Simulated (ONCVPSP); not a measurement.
fluorine (F) ONCV: all-electron and pseudo phase curves

* Element: F
* Generator: ONCVPSP 4.0.1
* Type: optimised norm-conserving Vanderbilt (ONCV)
* Functional: PBEsol
* Relativity: non-relativistic
* Frozen core: [He]
* Valence charge: 7
* Reference configuration: 2s2 2p4.5 (charge +0.5)
* Partial waves: 2s: rc 0.75 bohr, ncon 4, nbas 8, qcut 9.3 1/bohr, 2 projectors, debl 2.9 Ha; 2p: rc 1.75 bohr, ncon 4, nbas 8, qcut 9.8 1/bohr, 2 projectors, debl 1.5 Ha
* Local potential: polynomial inside 0.50 bohr (lpopt 5, dvloc0 0 Ha)
* Core correction: Teter function, fcfact 5.5, rcfact 1.45

The phase is arctan(r·R′/R) of the radial function R(r), unwrapped; energies in Ha, scanned from -3 to 5 Ha. A pole is an energy at which the radial function vanishes at the test radius. The pseudo phase is shifted by a multiple of π to meet the all-electron one at the reference energy, and phase errors are pseudo minus all-electron; the curves can meet again beyond the range given. Levels narrower than the energy grid can be missing from the lists of poles.

For each channel, where are the poles, and over which energies does the pseudopotential scatter like the atom?

| channel | radius (bohr) | reference energy (Ha) | poles, all-electron | poles, pseudo | unbroken range about the reference energy with phases within 0.05 rad | phase error 1 Ha above the reference energy (rad) |
| --- | --- | --- | --- | --- | --- | --- |
| s | 0.76 | -1.39 | none | none | the whole range | -0.000 |
| p | 1.78 | -0.70 | -0.41, 4.43 | -0.41, 4.33 | the whole range | -0.000 |

Phases in the s channel:

```
E (Ha)  all-electron  pseudo
 -2.98        -0.304  -0.304
 -2.54        -0.455  -0.455
 -2.10        -0.594  -0.594
 -1.66        -0.719  -0.719
 -1.22        -0.827  -0.827
 -0.78        -0.920  -0.920
 -0.34        -1.001  -1.001
  0.10        -1.070  -1.070
  0.54        -1.130  -1.130
  0.98        -1.182  -1.182
  1.42        -1.227  -1.227
  1.86        -1.267  -1.267
  2.30        -1.302  -1.302
  2.74        -1.334  -1.334
  3.18        -1.363  -1.363
  3.62        -1.389  -1.389
  4.06        -1.412  -1.412
  4.50        -1.434  -1.434
  4.94        -1.454  -1.454
```
